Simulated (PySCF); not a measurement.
Removing the step error of a finite difference

System: C$_{2}$H$_{6}$Cl$_{2}$SSi, singlet, geometry from GFN2-xTB, atoms displaced at random by about 0.08 Å a coordinate. Level: PBE/STO-3G, gradient run with PySCF. Sums are taken with unrounded values, so a last digit can differ.

Central differences of the energy along y of atom 8 gave a gradient component of 0.002220 Eh/bohr at step 0.05 and 0.002946 Eh/bohr at step 0.2 (atomic units).

Task: Extrapolate to zero step.

Result: The leading error of a symmetric difference goes as h², so A(h) = A0 + c h². Then c = (0.002946 - (0.002220))/(0.2² - 0.05²) = 0.0194 (atomic units) and A0 = 0.002220 - c × 0.05² = 0.002171 Eh/bohr. The analytic value from the same program and level (with grid response) is 0.002170 Eh/bohr: the smaller step missed it by 0.000049, the extrapolation by 0.000001.
